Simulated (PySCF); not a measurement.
Two species compared at the same levels of theory.

First species: C5H11B.
Atom-mapped SMILES: `[BH2:1][CH2:2][C@H:3]([CH3:4])[CH:5]=[CH2:6]` (hydrogens: H7, H8 on B1; H9, H10 on C2; H11 on C3; H12, H13, H14 on C4; H15 on C5; H16, H17 on C6)

Second species: C₅H₁₁B.
Cartesian coordinates in Å at the PBE0-D3(BJ)/def2-SVP level; atoms count from 1:
```
atom  x, y, z in Å
B1    -0.8999    1.3347    0.7407
C2    -0.8753    0.1585   -0.2799
C3    -2.1720   -0.6402   -0.4021
C4     0.3663   -0.7487   -0.2740
C5     1.6618   -0.0293   -0.4684
C6     2.7025   -0.0628    0.3642
H7    -1.9461    1.9054    0.9627
H8     0.1131    1.7548    1.2504
H9    -0.8033    0.8137   -1.1896
H10   -3.0496    0.0189   -0.4748
H11   -2.3173   -1.2840    0.4805
H12   -2.1643   -1.2995   -1.2855
H13    0.2564   -1.4952   -1.0837
H14    0.3980   -1.3250    0.6665
H15    1.7421    0.5673   -1.3879
H16    3.6266    0.4805    0.1499
H17    2.6677   -0.6371    1.2960
```

Levels: PBE0/def2-SVPD for dipole moment, HOMO energy, LUMO energy, HOMO–LUMO gap, static isotropic polarisability and electronic spatial extent ⟨r²⟩ about the centre of nuclear charge; TDDFT PBE0/def2-SVPD for lowest singlet excitation; PBE0-D3(BJ)/def2-SVP for rotational constant A and rotational constant C. Geometries: PBE0-D3(BJ)/def2-SVP. Each species is one conformer at its optimised geometry, gas phase, non-relativistic unless stated; the electronic structure was computed with PySCF and density fitting.

Dipoles, sizes and rotational constants follow the conformer. The torsions of the flexible species, by atom-mapped SMILES:
- `[BH2:1][CH2:2][C@H:3]([CH3:4])[CH:5]=[CH2:6]`: B1–C2–C3–C4 -68°, C2–C3–C5–C6 -119°
- `[BH2:1][C@H:2]([CH3:3])[CH2:4][CH:5]=[CH2:6]`: B1–C2–C4–C5 -56°, C2–C4–C5–C6 123°

```csv
property,column X,column Y
dipole moment,0.79 D,0.40 D
HOMO energy,-7.36 eV,-7.42 eV
LUMO energy,-1.28 eV,-1.31 eV
HOMO–LUMO gap,6.08 eV,6.11 eV
lowest singlet excitation,4.97 eV,5.13 eV
static isotropic polarisability,77.4 au,77.9 au
electronic spatial extent ⟨r²⟩ about the centre of nuclear charge,782 bohr²,750 bohr²
rotational constant A,7.040 GHz,5.895 GHz
rotational constant C,1.670 GHz,1.768 GHz
```

(1) Which column belongs to which species?

(2) How does each property change from the first species to the second?

Results:

(1) Column X is the second species and column Y the first. The first has 17 atoms and 46 electrons, the second 17 and 46.

(2) dipole moment +0.39 D; HOMO energy +0.06 eV; LUMO energy +0.03 eV; HOMO–LUMO gap -0.03 eV; lowest singlet excitation -0.16 eV; static isotropic polarisability -0.5 au; electronic spatial extent ⟨r²⟩ about the centre of nuclear charge +32 bohr²; rotational constant A +1.145 GHz; rotational constant C -0.098 GHz.

On the first: The 6 singlets span 5.13 to 7.38 eV, and their oscillator strengths add up to 0.48. The principal polarisabilities are 69.2, 69.7 and 95.0 au; their mean is the isotropic value.

On the second: The dipole equals about 2.6 × 10⁻³⁰ C·m (1 D = 3.33564 × 10⁻³⁰ C·m). No computed singlet falls in the visible range (750 to 380 nm, 1.65 to 3.26 eV); S1 lies 1.71 eV above its blue end.
